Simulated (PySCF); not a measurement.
HNaO, singlet, geometry from GFN2-xTB (such geometries of metal compounds can be far from the true shape), with bond 1-2 at 2.4 times its length. Base run: PySCF with CASSCF(4,4)/6-31G*.

Here is a job for PySCF.
```python
from pyscf import gto, scf, mcscf
import numpy

mol = gto.Mole()
mol.atom = '''
    Na   -2.35727898   -1.40959826   -1.99419471
    O     0.66963433    0.37237856    0.56679067
    H     1.15030049    1.09220114    0.96882694
'''
mol.basis = '6-31g*'
mol.verbose = 4
mol.build()

mf = scf.RHF(mol)
mf.kernel()
mc = mcscf.CASSCF(mf, 4, 4)
mc.fix_spin_(ss=0.0)
mc.kernel()
occ = numpy.linalg.eigvalsh(mc.fcisolver.make_rdm1(mc.ci, mc.ncas, mc.nelecas))[::-1]
ss = mc.fcisolver.spin_square(mc.ci, mc.ncas, mc.nelecas)[0]
print('natural occupations', occ.round(4), ' <S^2>', round(ss, 4))
```

The base run was repeated with changes; each row names its change, and settings that it needs were set with it.

```json
[
 {"change": "base", "ΔE vs base (kcal/mol)": "0.000", "natural occupations": "1.98 1.08 0.92 0.02", "<S^2> of the state": "0.00", "core-seconds (rough)": "6", "outcome": "converged"},
 {"change": "orbitals = fixed (CASCI); correction = SC-NEVPT2", "ΔE vs base (kcal/mol)": "-81.5", "natural occupations": "2.00 1.68 0.32 0.00", "<S^2> of the state": "0.00", "core-seconds (rough)": "0.5", "outcome": "converged"},
 {"change": "active space = 6 electrons, 7 orbitals", "ΔE vs base (kcal/mol)": "-23.95", "natural occupations": "1.99 1.98 1.09 0.90 0.03 0.01 0.01", "<S^2> of the state": "0.00", "core-seconds (rough)": "3", "outcome": "converged"},
 {"change": "solver = newton", "ΔE vs base (kcal/mol)": "0.000", "natural occupations": "1.98 1.08 0.92 0.02", "<S^2> of the state": "0.00", "core-seconds (rough)": "6", "outcome": "converged"},
 {"change": "active space = 10 electrons, 9 orbitals", "ΔE vs base (kcal/mol)": "-", "natural occupations": "-", "<S^2> of the state": "-", "core-seconds (rough)": "-", "outcome": "not converged"},
 {"change": "active space = 8 electrons, 8 orbitals", "ΔE vs base (kcal/mol)": "-", "natural occupations": "-", "<S^2> of the state": "-", "core-seconds (rough)": "-", "outcome": "not converged"},
 {"change": "active space = 2 electrons, 3 orbitals", "ΔE vs base (kcal/mol)": "14.57", "natural occupations": "1.07 0.93 0.00", "<S^2> of the state": "0.00", "core-seconds (rough)": "0.8", "outcome": "converged"},
 {"change": "start = MP2 natural orbitals", "ΔE vs base (kcal/mol)": "0.000", "natural occupations": "1.98 1.08 0.92 0.02", "<S^2> of the state": "0.00", "core-seconds (rough)": "1", "outcome": "converged"},
 {"change": "conv_tol = 1e-5", "ΔE vs base (kcal/mol)": "14.56", "natural occupations": "2.00 1.07 0.93 0.00", "<S^2> of the state": "0.00", "core-seconds (rough)": "2", "outcome": "converged"},
 {"change": "fix_spin_ = off", "ΔE vs base (kcal/mol)": "0.000", "natural occupations": "1.98 1.08 0.92 0.02", "<S^2> of the state": "0.00", "core-seconds (rough)": "4", "outcome": "converged"},
 {"change": "orbitals = fixed (CASCI)", "ΔE vs base (kcal/mol)": "69.7", "natural occupations": "2.00 1.68 0.32 0.00", "<S^2> of the state": "0.00", "core-seconds (rough)": "0.5", "outcome": "converged"}
]
```

Active orbitals are taken around the Fermi level unless the row says otherwise; CASSCF can end in different local minima, and two programs can end on different orbitals. State-averaged rows give the lowest state.
